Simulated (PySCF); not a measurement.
## How exact exchange moves a shielding

Molecule: `C1CC(C#N)CCC1`, C₇H₁₁N.

Atom-mapped SMILES (the numbers label the heavy atoms): `[N:1]#[C:2][CH:3]1[CH2:4][CH2:5][CH2:6][CH2:7][CH2:8]1`; H(Xn) means a hydrogen on atom n. Ha(C4), Ha(C5), Ha(C6), Ha(C7), Ha(C8) are cis to C2 on the ring; Hb(C4), Hb(C5), Hb(C6), Hb(C7), Hb(C8) are trans to C2 on the ring.

GIAO shieldings (ppm, equivalent atoms averaged) in PySCF 2.14 on the PBE0-D3(BJ)/def2-SVP geometry, basis pcSseg-1, gas phase, non-relativistic:

| functional | exact exchange (%) | σ(C3) |
| --- | --- | --- |
| BLYP | 0 | 144.4 |
| BP86 | 0 | 149.7 |
| PBE0 | 25 | 156.7 |
| mPW1PW91 | 25 | 155.8 |
| BHandHLYP | 50 | 157.5 |
| HF | 100 | 168.6 |

**Question.** Fit each shielding as a line in the percentage of exact exchange.

**Answer.** σ(C3) = 148.6 + 0.21 x (rms 2.4 ppm). The functionals also differ in their semilocal parts, which the line can't hold; Hartree–Fock has no correlation at all.

**Question.** What does the line predict for B3LYP (20 %), and what does the run give?

**Answer.** σ(C3): 152.8 predicted, 150.2 computed ppm.
